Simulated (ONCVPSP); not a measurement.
# An all-electron radial function and its pseudo partner (boron (B))

Columns: radius, all-electron u(r) and pseudo u(r) of the 2s shell (level -19.42 eV) of boron in the configuration [He] 2s2; LDA (Perdew-Zunger), scalar-relativistic, ONCV scheme, ONCVPSP 4.0.1.

| r (bohr) | all-electron | pseudo |
| --- | --- | --- |
| 0.080 | -0.2644 | 0.0428 |
| 0.160 | -0.3385 | 0.0867 |
| 0.240 | -0.3059 | 0.1323 |
| 0.320 | -0.2155 | 0.1803 |
| 0.400 | -0.0976 | 0.2309 |
| 0.480 | 0.0296 | 0.2836 |
| 0.560 | 0.1552 | 0.3382 |
| 0.640 | 0.2727 | 0.3936 |
| 0.720 | 0.3787 | 0.4491 |
| 0.800 | 0.4716 | 0.5037 |
| 0.880 | 0.5508 | 0.5561 |
| 0.960 | 0.6166 | 0.6056 |
| 1.040 | 0.6695 | 0.6508 |
| 1.120 | 0.7105 | 0.6905 |
| 1.200 | 0.7406 | 0.7237 |
| 1.280 | 0.7610 | 0.7492 |
| 1.360 | 0.7727 | 0.7662 |
| 1.440 | 0.7768 | 0.7743 |
| 1.520 | 0.7743 | 0.7739 |
| 1.600 | 0.7664 | 0.7663 |
| 1.680 | 0.7538 | 0.7538 |
| 1.760 | 0.7373 | 0.7373 |
| 1.840 | 0.7177 | 0.7177 |
| 1.920 | 0.6957 | 0.6956 |
| 2.000 | 0.6717 | 0.6717 |
| 2.080 | 0.6463 | 0.6463 |

(1) How many radial nodes do the two functions have?

(2) At about which radius was the pseudo-wave matched?

(3) Is the pseudo-wave norm-conserving?

Answers

(1) The all-electron 2s function has n − l − 1 = 1; the pseudo-wave has 0, since the states of the same l below it are removed with the core.

(2) 1.60 bohr, where the columns begin to agree (steps of 0.08 bohr).

(3) Yes: the ONCV scheme keeps the norm inside the radius equal to the all-electron one, which fixes the energy derivative of the logarithmic derivative at the level.
